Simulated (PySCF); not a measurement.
Computed shifts of a molecule C4H9AlO, PySCF with B3LYP/pcSseg-1, GIAO, gas phase, atoms alike by connectivity averaged where their shifts nearly agree, in ppm (number of nuclei): ¹³C: 144.6 (1), 120.4 (1), 57.9 (1), 22.5 (1). ¹H: 6.37 (1), 5.42 (1), 5.34 (1), 4.43 (1), 4.21 (3), 1.85 (1), 1.68 (1). References: ¹³C against TMS (σ = 181.3 ppm); ¹H against TMS (σ = 31.68 ppm); ¹⁷O against H2O (σ = 333.8 ppm), references at their B3LYP-D3(BJ)/def2-TZVP geometries, non-relativistic. The structure is a stationary point at B3LYP-D3(BJ)/def2-SVP. The values are those of a single conformer.

Problem. Which structure fits?
A) C=C[CH2][AlH][O]C
B) C=C[CH2][Al]([CH3])[OH]
C) C=[CH][Al]([CH3])[O]C
D) C=[CH][AlH][O]CC

Solution. A, C=C[CH2][AlH][O]C
